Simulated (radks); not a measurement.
Task: The mean radii <r> (bohr) of the occupied orbitals of an atom or ion are listed with their occupations. Calculated with a radial shooting solver on a logarithmic mesh with Libxc functionals: scalar-relativistic Kohn-Sham, exchange-only B88, spin-polarised, spherical densities, finite nucleus; Fermi nuclear charge, rms radius of each element as measured or else 0.836 A^(1/3) + 0.57 fm.

orbital  occ.      <r>
1s up       1  0.07684
1s down     1  0.07683
2s up       1   0.3639
2s down     1   0.3637
2p up       3   0.3270
2p down     3   0.3269
3s up       1    1.095
3s down     1    1.101
3p up       3    1.157
3p down     1    1.169

Name the element and its charge. Open shells, if any, are filled with parallel spins first.

Result: Z = 20, calcium, charge +4: Ca4+ in [Ne] 3s2 3p4. The 1s radius gives Z: for a bare nucleus <r> = (2 gamma + 1)/(2Z) with gamma = sqrt(1 - (Z/c)^2), 0.07446 bohr for Z = 20, and screening makes it slightly larger (0.07684 here). The occupations add up to 16, and the charge is Z minus that.
